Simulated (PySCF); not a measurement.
Species: C₆H₉ClSe.
Atom-mapped SMILES: `[CH2:1]=[CH:2][C@H:3]([Cl:4])[C:5](=[Se:6])[CH2:7][CH3:8]` (hydrogens: H9, H10 on C1; H11 on C2; H12 on C3; H13, H14 on C7; H15, H16, H17 on C8)

Structure used (PBE0-D3(BJ)/def2-SVP), in Å, numbered top down from 1:
```
atom  x, y, z in Å
C1     3.3403    0.0254    0.2311
C2     2.1576   -0.4038    0.6616
C3     0.8773   -0.4408   -0.1111
Cl4    1.0293    0.2975   -1.7536
C5    -0.3121    0.2237    0.5551
Se6   -0.1002    1.4402    1.8134
C7    -1.6394   -0.2446    0.0435
C8    -2.8724    0.4900    0.5227
H9     3.4630    0.4467   -0.7694
H10    4.2183   -0.0225    0.8789
H11    2.0575   -0.8130    1.6731
H12    0.6129   -1.4938   -0.3140
H13   -1.5773   -0.2330   -1.0603
H14   -1.7055   -1.3208    0.3018
H15   -2.8373    1.5504    0.2321
H16   -3.7770    0.0402    0.0873
H17   -2.9573    0.4578    1.6184
```

All values: CAM-B3LYP/def2-SVPD (PySCF, non-relativistic), on one gas-phase PBE0-D3(BJ)/def2-SVP geometry that isn't relaxed in the solvent. The solvent is an IEF-PCM continuum (Bondi radii, 1.10 Å for H, scaled by 1.2), and excitations are vertical TDDFT with non-equilibrium linear response and a frozen core. Only the electrostatic response of the medium enters. Spin–orbit coupling is left out although an atom past zinc is present.

Gas-phase singlets (H = HOMO, L = LUMO):

```json
{"state": "S1", "E (eV)": "2.005", "λ (nm)": "619", "f": "0.000", "leading configurations": "H→L 98%"}
{"state": "S2", "E (eV)": "4.737", "λ (nm)": "262", "f": "0.022", "leading configurations": "H-1→L 48%, H-2→L 46%"}
{"state": "S3", "E (eV)": "4.933", "λ (nm)": "251", "f": "0.183", "leading configurations": "H-1→L 47%, H-2→L 44%"}
{"state": "S4", "E (eV)": "5.456", "λ (nm)": "227", "f": "0.009", "leading configurations": "H-3→L 67%, H-5→L 14%"}
{"state": "S5", "E (eV)": "5.646", "λ (nm)": "220", "f": "0.009", "leading configurations": "H-4→L 71%, H-3→L 19%"}
```

**Question.** How does the list change in cyclohexane (ε = 2.017)?

**Answer.** 
```tsv
state	E (eV)	λ (nm)	f	leading configurations	change by rank (eV)
S1	2.034	609	0.000	H→L 98%	+0.029
S2	4.699	264	0.087	H-1→L 75%, H-2→L 20%	-0.038
S3	4.840	256	0.198	H-2→L 72%, H-1→L 21%	-0.093
S4	5.443	228	0.008	H-3→L 63%, H-5→L 15%	-0.013
S5	5.648	220	0.013	H-4→L 67%, H-3→L 24%	+0.002
```

**Question.** Give the list for benzene (ε = 2.271), n² = 2.25.

**Answer.** 
```
state  E (eV)  λ (nm)      f  leading configurations  change by rank (eV)
   S1   2.040     608  0.000                 H→L 98%               +0.035
   S2   4.692     264  0.103    H-1→L 79%, H-2→L 16%               -0.045
   S3   4.830     257  0.194    H-2→L 75%, H-1→L 17%               -0.103
   S4   5.441     228  0.008    H-3→L 62%, H-5→L 15%               -0.015
   S5   5.648     220  0.014    H-4→L 66%, H-3→L 24%               +0.002
```

**Question.** The ground-state energy changes by -0.086 eV from gas to benzene. By how much does the total energy of gas-phase S1 change?

**Answer.** E(S1) = E(S0) + excitation energy, so it changes by -0.086 + 0.035 = -0.051 eV: it is lowered less than the ground state, which is what a blue shift means. This is the vertical state, with the slow part of the continuum still set for S0.

**Question.** How do the frontier levels move from gas to benzene?

**Answer.** 
```
orbital  gas (eV)  solvent (eV)  change (eV)                   Löwdin shares, gas               Löwdin shares, solvent
 LUMO+2      1.05          1.13        +0.08    Se6 29 %, Cl4 8 %, C7 7 %, C2 7 %     Se6 39 %, C7 8 %, C8 7 %, C5 6 %
 LUMO+1      0.98          1.04        +0.06    C1 24 %, C2 22 %, Se6 7 %, C3 7 %  C1 26 %, C2 25 %, Se6 12 %, Cl4 8 %
   LUMO     -1.60         -1.56        +0.04   Se6 41 %, C5 34 %, Cl4 9 %, C3 5 %   Se6 40 %, C5 35 %, Cl4 9 %, C3 5 %
   HOMO     -7.55         -7.57        -0.02                    Se6 74 %, C5 10 %                    Se6 74 %, C5 10 %
 HOMO-1     -9.10         -9.07        +0.03  Se6 38 %, C5 24 %, C2 10 %, C1 10 %  Se6 37 %, C5 22 %, C1 11 %, C2 11 %
 HOMO-2     -9.31         -9.27        +0.04  C1 26 %, C2 25 %, Se6 12 %, C5 10 %  C1 25 %, C2 24 %, Se6 14 %, C5 11 %
 HOMO-3    -10.27        -10.26        +0.01             Cl4 70 %, C3 9 %, C2 5 %             Cl4 69 %, C3 9 %, C2 6 %
```

The HOMO–LUMO gap goes from 5.96 to 6.00 eV. Rows go by rank; for LUMO+1 and LUMO+2 the atom shares or the degeneracy differ between the runs, so the row needn't follow one orbital.

On Arm Neoverse V1, one thread, no GPU, shared host with 32 logical CPUs at a one-minute load of 15, this took 76 s and 1.5 GiB of memory at its peak. This is the whole response run at CAM-B3LYP/def2-SVPD in benzene, SCF included.
